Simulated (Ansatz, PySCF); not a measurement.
Gas-phase reaction in SMILES: B=N (BNH2) -> B=[N] + H atom (the H-N bond at the site shown breaks; other sites are not compared here)
Geometries: B3LYP-D3(BJ)/def2-TZVP minima from Ansatz (a quantum-chemistry and plane-wave program).

Quantity: bond dissociation energy (0 K, with B3LYP-D3(BJ) harmonic zero-point energies from PySCF), in kcal/mol. Correlated levels leave the core frozen unless marked. Open shells are spin-unrestricted. No spin-orbit coupling. No relativistic terms. Basis-set limits of correlation are two-point, X^-3; Hartree-Fock from the larger set.

CCSD(T)/CBS(aug-cc-pVTZ,aug-cc-pVQZ) (Ansatz) gives 130.0 kcal/mol.

Problem. Another calculation gave 126.5 kcal/mol. Which level was it?
A) BHLYP/def2-TZVPD (Ansatz)
B) LC-wPBE/def2-TZVPD (Ansatz)
C) SVWN5/def2-TZVPD (Ansatz)

Solution. B, LC-wPBE/def2-TZVPD (Ansatz). The others give 124.0 (BHLYP), 144.5 (SVWN5) kcal/mol.
